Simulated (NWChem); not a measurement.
System: SiH₂Br₂; SMILES [SiH2](Br)Br

```xyz
5

Si     0.0000     0.0000    -0.9947
Br    -1.8256     0.0000     0.2612
Br     1.8256     0.0000     0.2612
H      0.0000     1.2326    -1.8216
H      0.0000    -1.2326    -1.8216
```
Atoms are numbered in this order, from 1.

Results from NWChem. Geometry: optimised at PBE0/def2-SVP. Level: PBE0/def2-SVP with SMD (1 M gas to 1 M solution), gas-phase geometry. Reactions with the solvent are ignored.

For solvent n-hexane:

| Property | Value |
|---|---|
| solvation free energy (kcal/mol) | -4.1 |
| cavity-dispersion-structure term (kcal/mol) | -3.7 |
| dipole in solution (D) | 1.39 |

Task: Estimate the same quantities for solvent water.

Result: 
- solvation free energy (kcal/mol): -0.7
- cavity-dispersion-structure term (kcal/mol): 0.3
- dipole in solution (D): 1.63
